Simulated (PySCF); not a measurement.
GeH₄, SMILES [GeH4].

Geometry: ωB97X-D3(BJ)/def2-TZVPD. The isomer is the one that the SMILES or the coordinates give; other isomers of the formula were not compared.

Calculation: PBE0/def2-TZVPD in PySCF.

Symmetry labels are those of the subgroup D2 that the program uses (full group Td).

Computed valence orbital energies around the gap with their symmetry:
```json
[
 {"orbital": "HOMO−7", "symmetry": "B2", "energy (eV)": "-33.46"},
 {"orbital": "HOMO−6", "symmetry": "B3", "energy (eV)": "-33.46"},
 {"orbital": "HOMO−5", "symmetry": "A", "energy (eV)": "-33.38"},
 {"orbital": "HOMO−4", "symmetry": "A", "energy (eV)": "-33.38"},
 {"orbital": "HOMO−3", "symmetry": "A", "energy (eV)": "-15.72"},
 {"orbital": "HOMO−2", "symmetry": "B1", "energy (eV)": "-9.65"},
 {"orbital": "HOMO−1", "symmetry": "B2", "energy (eV)": "-9.65"},
 {"orbital": "HOMO", "symmetry": "B3", "energy (eV)": "-9.65"},
 {"orbital": "LUMO", "symmetry": "A", "energy (eV)": "0.25"},
 {"orbital": "LUMO+1", "symmetry": "B1", "energy (eV)": "1.07"},
 {"orbital": "LUMO+2", "symmetry": "B2", "energy (eV)": "1.07"},
 {"orbital": "LUMO+3", "symmetry": "B3", "energy (eV)": "1.07"}
]
```
